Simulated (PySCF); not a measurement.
## Pb(OH)2 at several levels of theory

Computed with PySCF 2.14.0 (density fitting, no spin-orbit coupling) at the geometry relaxed with PBE0:

```xyz
5
Pb(OH)2 (singlet)
Pb    0.0000    0.0000   -0.4229
O     1.5008   -0.0395    1.0487
H     2.3842   -0.0643    0.6607
O    -1.5008    0.0395    1.0487
H    -2.3842    0.0643    0.6607
```

```json
{"level": "PBE0", "basis": "Pb def2-SVP with ECP60, O def2-SVP, H def2-SVP", "state": "singlet", "HOMO (eV)": "-7.03", "gap (eV)": "5.17", "charge on Pb1 (e)": "0.70", "dipole about the centre of mass (D)": "4.57", "largest force component (eV/Å)": "0.00"}
{"level": "B3LYP", "basis": "the same", "state": "singlet", "HOMO (eV)": "-6.80", "gap (eV)": "4.71", "charge on Pb1 (e)": "0.67", "dipole about the centre of mass (D)": "4.44", "largest force component (eV/Å)": "0.37"}
{"level": "PBE0", "basis": "Pb def2-TZVP with ECP60, O def2-TZVP, H def2-TZVP", "state": "singlet", "HOMO (eV)": "-7.33", "gap (eV)": "5.26", "charge on Pb1 (e)": "0.81", "dipole about the centre of mass (D)": "4.88", "largest force component (eV/Å)": "0.53"}
```

Charges are Mulliken's, which hang on the basis. The relaxation used the grid (50, 194), these runs (75, 302) or, all-electron (x2c bases, spin-free X2C Hamiltonian), (99, 590).

(1) What does TPSSh with Pb def2-SVP with ECP60, O def2-SVP, H def2-SVP give here?

Answers

(1) state singlet, HOMO (eV) -6.30, gap (eV) 4.16, charge on Pb1 (e) 0.66, dipole about the centre of mass (D) 4.32, largest force component (eV/Å) 0.34. Time: 7.8 s on 2 threads of Intel(R) Xeon(R) Processor @ 2.50GHz (Skylake/Cascade Lake), on a shared host, from an already converged density.
